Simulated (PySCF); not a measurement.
## Heteronuclear NMR

Geometry (Å), atoms numbered from 1 in this order:
```xyz
17

N     3.8781    0.6055   -0.8242
C     3.1342   -0.1812   -0.4476
Si    1.9046   -1.4413    0.1804
Si    0.1676   -0.3351    1.2368
Cl   -0.8969   -1.6728    2.3217
N    -0.9162    0.3764    0.0783
Si   -0.4693    1.9465   -0.5565
Si   -2.3726   -0.4646   -0.4174
H     1.5687   -2.2121   -1.0265
H     2.7178   -2.3009    1.0519
H     0.5444    0.7170    2.1858
H     0.8287    1.7868   -1.2134
H    -0.3659    2.8792    0.5665
H    -1.5186    2.3593   -1.4782
H    -2.0078   -1.8609   -0.6639
H    -3.3736   -0.3589    0.6432
H    -2.8303    0.1691   -1.6470
```

Calculated, not measured (PySCF 2.14): coordinates at the GFN2-xTB level, GIAO PBE0/pcSseg-1 shieldings. In vacuum, no relativistic terms, fast rotation and ring inversion assumed for equivalent nuclei, a single conformation.

(1) Where does ²⁹Si resonate?

(2) Predict the ¹⁵N NMR data.

## Answers

(1) 
```tsv
atoms	environment	σ (ppm)	δ (ppm)
Si4	silicon bonded to Cl, N, Si, H	352.3	-9.6
Si7/Si8	silicon bonded to N, 3 H	395.3	-45.0
Si3	silicon bonded to C, Si, 2 H	460.0	-98.1
```

Shieldings were converted by a linear fit to measured shifts: ²⁹Si (scatter 8.9 ppm rms, 25.8 ppm with the 6 outliers that the fit left out vs TMS, solution or neat liquid). A few per cent of atoms miss by over 2 rms, more outside the fitted compound classes.

On a 500 MHz spectrometer ²⁹Si resonates near 99.3 MHz, so 1 ppm is 99.3 Hz.

(2) 
```csv
atoms,environment,σ (ppm),δ (ppm)
N1,nitrile nitrogen,-104.9,-51.4
N6,nitrogen bonded to 3 Si,259.7,-387.4
```

Shieldings were converted by a linear fit to measured shifts: ¹⁵N: δ = -148.07 − 0.921σ (rms 6.3 ppm, 71 shifts vs CH3NO2, solution or neat liquid). Occasional misses reach two or three times the rms, and more in compound classes unlike the fitted ones.

On a 300 MHz spectrometer ¹⁵N resonates near 30.4 MHz, so 1 ppm is 30.4 Hz.
